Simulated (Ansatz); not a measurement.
Cartesian coordinates in Å:
```
O 1.726 -1.390 0.006
Si 0.758 -0.210 0.565
O 0.260 0.918 -0.546
C -1.143 0.755 -0.419
S -1.310 -0.622 0.808
H 1.392 -1.937 -0.709
H 1.516 0.349 1.698
H -1.593 0.474 -1.373
H -1.606 1.662 -0.029
```

The species carries charge 0 and has multiplicity 1.

List the PBE0/def2-TZVPP orbital energies in eV (Ansatz). (An estimate is asked.)

Ansatz gave: Occupied: -2422.28, -1804.05, -523.22, -523.10, -280.81, -217.64, -161.48, -161.39, -161.28, -146.17, -100.88, -100.84, -100.80, -29.31, -28.60, -21.24, -18.40, -15.89, -13.78, -13.46, -13.14, -11.86, -11.36, -10.30, -9.40, -8.92, -8.58, -7.34. Lowest empty: 0.00, 0.38, 0.73, 1.65, 2.36, 2.78, 3.00, 3.44.
